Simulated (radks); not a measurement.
The numbers below are computed, except where a source is named.
Isoelectronic series with 12 electrons, each ion in its NIST ground configuration. Code: a radial shooting solver on a logarithmic mesh with Libxc functionals. Model: scalar-relativistic Kohn-Sham, PBEsol, spin-polarised, spherical densities, finite nucleus; Fermi nuclear charge, rms radius of each element as measured or else 0.836 A^(1/3) + 0.57 fm. Total energies (hartree) and mean radii <r> (bohr):

| ion | configuration | E (hartree) | 3s | 2p |
|---|---|---|---|---|
| Ar6+ | [Ne] 3s2 | -517.13612 | 1.186 | 0.3728 |
| K7+ | [Ne] 3s2 | -585.07112 | 1.084 | 0.3465 |
| Ca8+ | [Ne] 3s2 | -657.32538 | 0.9992 | 0.3237 |
| Sc9+ | [Ne] 3s2 | -733.90895 | 0.9269 | 0.3037 |
| Ti10+ | [Ne] 3s2 | -814.83279 | 0.8646 | 0.2860 |
| V11+ | [Ne] 3s2 | -900.10876 | 0.8103 | 0.2703 |
| Cr12+ | [Ne] 3s2 | -989.74936 | 0.7625 | 0.2562 |
| Mn13+ | [Ne] 3s2 | -1083.76801 | 0.7200 | 0.2434 |
